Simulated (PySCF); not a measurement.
A GIAO shielding run with PySCF 2.14.0 with density-fitted response routines (density fitting, non-relativistic, gas phase) on `O[SiH2]CC[SiH3]`, C₂H₁₀OSi₂:

```
$ OMP_NUM_THREADS=1 python probes_run.py task.json out

{"job": {"kind": "nmr", "xc": "PBE0", "basis": "pcSseg-1", "pop": false}, "charge": 0, "multiplicity": 1}
O      2.197704    -0.400115     1.130854
Si     1.958835    -0.081504    -0.492238
C      0.188024     0.505972    -0.638497
C     -0.826823    -0.512904    -0.104216
Si    -2.613307     0.089865    -0.164473
H      3.042941    -0.781626     1.383492
H      2.168057    -1.321911    -1.310205
H      2.913861     0.962168    -0.987781
H      0.108675     1.462387    -0.091506
H     -0.009641     0.748358    -1.698143
H     -0.764826    -1.458040    -0.672296
H     -0.584666    -0.775659     0.939926
H     -3.552744    -0.951420     0.357709
H     -3.001332     0.416969    -1.573311
H     -2.769785     1.330129     0.658752
```

Hardware: 1 thread of an Arm Neoverse V2, shared host.

Problem. How large is the calculation?

Solution. 58 electrons, 149 basis functions and 821 auxiliary functions.

Problem. How long does it take, and how much memory does it need?

Solution. 12 s of wall time, with 13 SCF cycles and 4 response iterations; peak memory 0.86 GiB. Times on a shared host scatter by some tens of per cent.

Problem. And these other runs on the same molecule and hardware: GIAO shielding at B97-2/pcSseg-1; GIAO shielding at BHandHLYP/pcSseg-1; GIAO shielding at CAM-B3LYP/pcSseg-1; GIAO shielding at LC-wPBE/pcSseg-1; GIAO shielding at PBE0/6-31G; GIAO shielding at PBE0/STO-3G?

Solution. B97-2/pcSseg-1: 149 functions, 12 s; BHandHLYP/pcSseg-1: 149 functions, 11 s; CAM-B3LYP/pcSseg-1: 149 functions, 16 s; LC-wPBE/pcSseg-1: 149 functions, 22 s; PBE0/6-31G: 73 functions, 6.5 s; PBE0/STO-3G: 43 functions, 3.3 s.
